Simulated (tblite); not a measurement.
Computed with GFN2-xTB (tblite): harmonic, unscaled wavenumbers at the GFN2-xTB geometry, gas phase. The method is semi-empirical: single wavenumbers can be off by several per cent or more. Modes of hydrogen on phosphorus can be 10 to 20 % off. One conformer each. Thermal functions are those of the rigid rotor and harmonic oscillator, without mixing of conformers.

Question: Order these by their zero-point energy, highest first (kcal/mol).
A. `P(CC=C)(PC=C)CC`
B. `C1PCCC[C@H]1C=C`
C. `CC1=CP1CC(C)C`
D. `C=CP1(=C)CCPCC1`

Answer: A (116.7), D (116.0), B (113.1), C (111.8).

| SMILES | atoms | mass (u) | symmetry number | modes under 300 cm⁻¹ | ZPE (kcal/mol) | S translation (cal/(mol K)) | S rotation | S vibration | S | Cp |
| --- | --- | --- | --- | --- | --- | --- | --- | --- | --- | --- |
| C=CCP(CC)PC=C | 23 | 160.06 | 1 | 11 | 116.7 | 41.1 | 30.6 | 46.2 | 118.0 | 48.0 |
| C=CP1(=C)CCPCC1 | 23 | 160.06 | 1 | 10 | 116.0 | 41.1 | 29.9 | 31.3 | 102.4 | 46.2 |
| C=C[C@@H]1CCCPC1 | 21 | 128.08 | 1 | 5 | 113.1 | 40.5 | 29.0 | 21.8 | 91.3 | 35.9 |
| CC1=CP1CC(C)C | 21 | 128.08 | 1 | 9 | 111.8 | 40.5 | 29.2 | 32.6 | 102.3 | 40.6 |

Entropies and Cp are for 298.15 K and 1 bar.
